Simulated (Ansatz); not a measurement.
System: H2B (cation, charge +1), singlet: symmetric bend, bond length relaxed. Scanned: H-B-H angle. Other coordinates (B-H bond length) were minimised at B3LYP/def2-TZVP.

The free coordinates were minimised at B3LYP/def2-TZVP in PySCF; the energy column is Ansatz (a quantum-chemistry and plane-wave program) with full CI/cc-pVTZ, frozen core, in mEh.

```
a / °   B-H bond length / Å      E
------  -------------------  -----
180                   1.174    0.0
170.44                1.174    1.1
159.50                1.176    5.1
149.46                1.178   11.4
140.05                1.180   19.6
130.40                1.183   30.6
120.80                1.188   44.2
109.89                1.193   63.1
101.14                1.199   81.3
91.80                 1.205  103.9
80.97                 1.212  134.5
72.15                 1.218  163.0
```

The scan ran from 180.0 to 60.0; beyond the range shown the relaxed coordinates jump or full CI changes its symmetry label.
